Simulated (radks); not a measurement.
Values are calculated unless marked as measured or tabulated.
Task: Coherent X-ray form factor from a spherical all-electron density. Code: a radial shooting solver on a logarithmic mesh with Libxc functionals. Model: Dirac Kohn-Sham, PBE, spin-unpolarised, spherical densities, point nucleus.

| sin(theta)/lambda (1/angstrom) | f0 (electrons) |
|---|---|
| 0.05 | 53.371 |
| 0.1 | 51.603 |
| 0.15 | 49.011 |
| 0.2 | 45.989 |
| 0.25 | 42.894 |
| 0.3 | 39.967 |
| 0.4 | 34.984 |
| 0.5 | 31.043 |
| 0.6 | 27.766 |
| 0.8 | 22.538 |
| 1 | 18.923 |
| 1.25 | 15.997 |
| 1.5 | 13.772 |
| 2 | 9.883 |

The species is in the configuration that NIST lists as its ground one. Which atom or ion scatters so?

Result: The cerium ion Ce4+, [Xe]. Extrapolating in s^2 from the first two rows gives f0(0) = 54.0, near the electron count 54; among species with that count, the fall with angle is slower the higher Z, and the table is that of Z = 58; from so few rows the species is fixed only to a neighbour or two.
